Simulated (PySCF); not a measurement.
**Stationary points of ZrCl₄**

Method: PySCF, PBE, basis Zr def2-TZVP with ECP28, Cl def2-TZVP (scalar-relativistic core potentials, no spin–orbit coupling, density fitting).

Relaxations began from a few typed shapes. The search is not exhaustive: other isomers or separated fragments can lie lower, and high-lying points may rest on an excited occupation.

**Question.** Order these stationary points by electronic energy, lowest first, in kJ/mol from the lowest minimum.
A. singlet D4h: Zr–Cl 2.382 Å (×4); Cl–Zr–Cl 90.0° (×4), Cl–Zr–Cl 180.0° (×2)
B. singlet Td: Zr–Cl 2.331 Å (×4); Cl–Zr–Cl 109.5° (×6)

**Answer.** B (0.0), A (204.8).

**Question.** Which of them are minima?

**Answer.** By energy in kJ/mol, 0.0: minimum; 204.8: not settled, its softest mode being under 30 cm⁻¹.

Formally Zr is in oxidation state +4, d0. The polar-tensor charge on Zr, 2.10, is far below the formal one.
